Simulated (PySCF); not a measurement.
From one molecule to another.

First species: C₆H₄F₂O₂.
Numbering: `[O:1]=[c:2]1[cH:3][c:4]([CH:5]([F:6])[F:7])[cH:8][cH:9][o:10]1` (hydrogens: H11 on C3; H12 on C5; H13 on C8; H14 on C9)

Second species: C3H4ClNO.
Geometry (GFN2-xTB, Å), atoms numbered from 1 in this order:
```xyz
10
C3H4ClNO angstrom
N     -1.812    0.375   -0.045
C     -0.640   -0.118   -0.515
O     -0.556   -0.678   -1.588
C      0.512    0.091    0.397
C      1.714   -0.350    0.048
Cl     3.107   -0.167    1.012
H     -2.638    0.269   -0.611
H     -1.888    0.840    0.841
H      0.338    0.602    1.332
H      1.871   -0.859   -0.893
```

Levels: PBE0/def2-SVPD for dipole moment, HOMO energy, LUMO energy, HOMO–LUMO gap, static isotropic polarisability and electronic spatial extent ⟨r²⟩ about the centre of nuclear charge; TDDFT PBE0/def2-SVPD for lowest singlet excitation; TDA PBE0/def2-SVPD for lowest triplet excitation (Tamm–Dancoff); GFN2-xTB for rotational constant A and rotational constant C. Geometries: GFN2-xTB. Each species is one conformer at its optimised geometry, gas phase, non-relativistic unless stated. Electronic properties by PySCF.

Dipoles, sizes and rotational constants follow the conformer. The torsions of the flexible species, by atom-mapped SMILES:
- `[O:1]=[c:2]1[cH:3][c:4]([CH:5]([F:6])[F:7])[cH:8][cH:9][o:10]1`: C3–C4–C5–F6 124°
- `[NH2:1][C:2](=[O:3])/[CH:4]=[CH:5]/[Cl:6]`: N1–C2–C4–C5 180°, H–N1–C2–O3 0°, H–N1–C2–O3 180°

Values for the first species:

```
Dipole moment                                                     : 4.44 D
HOMO energy                                                       : -7.48 eV
LUMO energy                                                       : -2.32 eV
HOMO–LUMO gap                                                     : 5.16 eV
Lowest singlet excitation                                         : 4.49 eV
Lowest triplet excitation (Tamm–Dancoff)                          : 2.85 eV
Static isotropic polarisability                                   : 77.5 au
Electronic spatial extent ⟨r²⟩ about the centre of nuclear charge : 1467 bohr²
Rotational constant A                                             : 2.667 GHz
Rotational constant C                                             : 0.699 GHz
```

**Question.** Estimate the same properties for the second species, and the change in each.

**Answer.** 
```json
{"property": "dipole moment", "first": "4.44 D", "second": "3.52 D", "second less first": "-0.92 D"}
{"property": "HOMO energy", "first": "-7.48 eV", "second": "-7.77 eV", "second less first": "-0.29 eV"}
{"property": "LUMO energy", "first": "-2.32 eV", "second": "-1.48 eV", "second less first": "+0.84 eV"}
{"property": "HOMO–LUMO gap", "first": "5.16 eV", "second": "6.29 eV", "second less first": "+1.13 eV"}
{"property": "lowest singlet excitation", "first": "4.49 eV", "second": "4.57 eV", "second less first": "+0.08 eV"}
{"property": "lowest triplet excitation (Tamm–Dancoff)", "first": "2.85 eV", "second": "3.66 eV", "second less first": "+0.81 eV"}
{"property": "static isotropic polarisability", "first": "77.5 au", "second": "65.4 au", "second less first": "-12.1 au"}
{"property": "electronic spatial extent ⟨r²⟩ about the centre of nuclear charge", "first": "1467 bohr²", "second": "955 bohr²", "second less first": "-512 bohr²"}
{"property": "rotational constant A", "first": "2.667 GHz", "second": "10.255 GHz", "second less first": "+7.588 GHz"}
{"property": "rotational constant C", "first": "0.699 GHz", "second": "1.092 GHz", "second less first": "+0.393 GHz"}
```

On the first: The vertical singlet–triplet gap S1 − T1 is 1.64 eV (TDDFT singlet less Tamm–Dancoff triplet; S1: HOMO→LUMO, weight 0.97; T1: HOMO→LUMO, weight 0.96). In wavenumbers S1 is 36200 cm⁻¹ (1 eV = 8065.54 cm⁻¹).

On the second: S1 lies 1.72 eV below the HOMO–LUMO gap; its leading configuration is HOMO→LUMO, weight 0.98. The 6 singlets span 4.57 to 7.11 eV, and their oscillator strengths add up to 0.52.
